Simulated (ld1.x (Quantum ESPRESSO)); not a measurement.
hafnium (Hf): excitation energies, all-electron against TM

```
Element                 : Hf (Z = 72)
Generator               : ld1.x (Quantum ESPRESSO) 7.5
Type                    : norm-conserving Troullier–Martins (Kleinman–Bylander form)
Functional              : PBE
Relativity              : non-relativistic
Frozen core             : [Kr] 4d10 4f14
Valence charge          : 12
Reference configuration : 5s2 5p6 5d2 6s2 6p0
Partial waves           : 5s (bound): rc 1.45 bohr; 5p (bound): rc 1.50 bohr; 5f channel at 0.05 Ry: rc 2.40 bohr; 5d (bound): rc 2.50 bohr
Local potential         : the d channel
Core correction         : none
```

Occupied shells without a wave of their own: 6s. They enter only through the test configuration that unscreens the potential.

Energies are relative to the spin-unpolarised reference configuration 5s2 5p6 5d2 6s2 6p0; without spin polarisation the order of configurations can differ from experiment.

```tsv
valence configuration	charge	ΔE all-electron (eV)	error AE − PS (meV)
5s2 5p6 5d2 6s1 6p0	+1	7.061	+109
5s2 5p6 5d2 6s0 6p0	+2	19.864	+286
5s2 5p6 5d1 6s0 6p0	+3	42.354	+397
5s2 5p6 5d1 6s2 6p1	0	3.059	-44
5s2 5p6 5d1 6s2 6p0	+1	7.733	-0.4
5s2 5p6 5d0 6s0 6p0	+4	76.112	+494
5s2 5p5 5d2 6s2 6p0	+1	39.270	-89
```

The 6s level has no wave, so the channel is fitted at the deeper level alone: the likely source of the large errors.
